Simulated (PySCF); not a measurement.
Electron correlation in Pr⁴⁹⁺ (praseodymium, charge +49)

Starting occupation: [Ne]. All numbers are calculated (PySCF 2.14, X2C-1e with screened-nucleus spin-orbit coupling, Gaussian nucleus, in an even-tempered Gaussian basis (17 s from 6.8 bohr⁻², ratio 2.6; 13 p from 8.9 bohr⁻², ratio 2.6; 6 d from 9.1 bohr⁻², ratio 2.8; 3 f from 200 bohr⁻², ratio 2.8)). Frozen: 1s2; 8 electrons correlated; the 48 highest virtual spinors left out.

MP2 pair energies summed by pair of shells (mhartree):

| pair | energy | share (%) |
| --- | --- | --- |
| 2p1/2-2p3/2 | -103.31 | 33.3 |
| 2p3/2-2p3/2 | -97.36 | 31.4 |
| 2p3/2-2s1/2 | -48.13 | 15.5 |
| 2p1/2-2s1/2 | -25.10 | 8.1 |
| 2p1/2-2p1/2 | -23.86 | 7.7 |
| 2s1/2-2s1/2 | -12.66 | 4.1 |

Total MP2 correlation energy: -310.42 mhartree.

The virtual space was cut to 44 spinors, which keep -239.39 of the -310.42 mhartree of MP2 correlation.

```csv
level,correlation energy (mhartree)
CCSD,-240.29
(T),-0.02
CCSD(T),-240.31
```

Diagnostics: T1 = 3.1e-05, largest double amplitude 0.002.

Cost of the coupled-cluster step: of the order of 10 core-seconds, for 8 occupied and 44 virtual spinors.

The coupled-cluster values are those of the cut space; adding the MP2 remainder, -71.03 mhartree, estimates the full space.

At this charge the one-electron X2C treatment keeps the bare 1/r₁₂, with no two-electron picture change or Breit term. The effect here is smaller than on the frozen 1s shell.
